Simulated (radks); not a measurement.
The numbers below are computed, except where a source is named.
Task: Radial electron density D(r) = 4 pi r^2 rho(r) of an atom or ion with 31 electrons. Code: a radial shooting solver on a logarithmic mesh with Libxc functionals. Model: Dirac Kohn-Sham, LDA (Slater exchange, Perdew-Zunger correlation), spin-unpolarised, spherical densities, finite nucleus; Fermi nuclear charge, rms radius of each element as measured or else 0.836 A^(1/3) + 0.57 fm.

r (bohr)  D(r) (e/bohr)
0.002364          1.587
0.002708          2.022
0.003103          2.568
0.003555          3.251
0.004105          4.153
0.004703          5.207
0.005388          6.493
0.006173          8.045
0.007073          9.896
0.008103          12.07
0.009284          14.59
0.01064           17.43
0.01219           20.58
0.01396           23.96
0.01599           27.44
0.01832           30.87
0.02116           34.20
0.02425           36.79
0.02778           38.60
0.03182           39.41
0.03646           39.15
0.04177           37.89
0.04786           35.95
0.05483           33.85
0.06282           32.27
0.07197           31.88
0.08245           33.12
0.09447           35.97
0.1082            39.80
0.125             43.64
0.1432            45.62
0.1641            44.88
0.188             41.16
0.2153            35.33
0.2467            29.12
0.2827            24.53
0.3238            22.84
0.371             23.96
0.4251            26.50
0.487             28.44
0.5579            28.23
0.6392            25.45
0.7382            20.47
0.8458            15.18
0.969             10.48
1.11              6.974
1.272             4.707
1.457             3.383
1.669             2.610
1.913             2.075
2.191             1.608
2.511             1.165
2.876            0.7681
3.295            0.4524
3.806            0.2252
4.36             0.1011
4.995           0.03903
5.723           0.01274
6.557          0.003449
7.512         0.0007530
8.606         0.0001284

What is the nuclear charge?

Result: Z = 32. The innermost maximum, from 1s, lies near gamma/Z bohr with gamma = sqrt(1 - (Z/c)^2) = 0.972, here 0.0304 bohr (found: 0.0329), and its height grows with Z. The density is that of the germanium ion Ge+ in [Ar] 3d10 4s2 4p1; the configuration itself is not fixed sharply by these data, and Z only to about a unit. D(r) has 3 maxima, at r = 0.0329, 0.148, 0.515 bohr, and minima at 0.0697, 0.326 bohr, inside which lie 2.10, 10.98 electrons.
